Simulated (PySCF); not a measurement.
Working with the constants of CdF⁺

RHF-CCSD(T) constants of CdF⁺, ¹Σ⁺ (singlet), closed shell (Cd cc-pVDZ-PP with ECP28, F cc-pVDZ; scalar-relativistic core potentials (PySCF 2.14); masses 113.9034 and 18.9984 u):

| Item | Value |
| --- | --- |
| ωe | 615.6 cm⁻¹ |
| ωexe | 3.98 cm⁻¹ |
| Be | 0.28323 cm⁻¹ |
| αe | 0.00210 cm⁻¹ |
| D (centrifugal) | 2.4e-07 cm⁻¹ |
| De to Cd⁺ + F | 2.00 eV |

Question: Estimate the standard entropy (1 bar) and heat capacity of the ideal gas at 500 K, rigid rotor with B0 and harmonic oscillator at the fundamental.

Answer: Translation (Sackur–Tetrode, M = 132.90 u): 180.6 J/(mol K). Rotation: q = kT/(σB0) = 1230 with σ = 1, 67.5. Vibration: x = hcν0/kT = 1.75, 4.65. S° = 252.7 J/(mol K); Cp = 7R/2 + 6.48 = 35.6 J/(mol K).

Correlated steps freeze 1 core orbital. Correlated levels converge slowly with the basis: in double zeta they bind strong bonds too weakly, by up to about 1 eV, and carry superposition errors of some tenths. For an ion De counts to the pair picked by the measured ionisation energies or electron affinities, which need not be the lowest pair at this level. Where the molecule has an RHF reference, its open-shell atoms are computed with UHF. The CCSD T1 diagnostic is raised, a sign that a single reference may not be enough here.
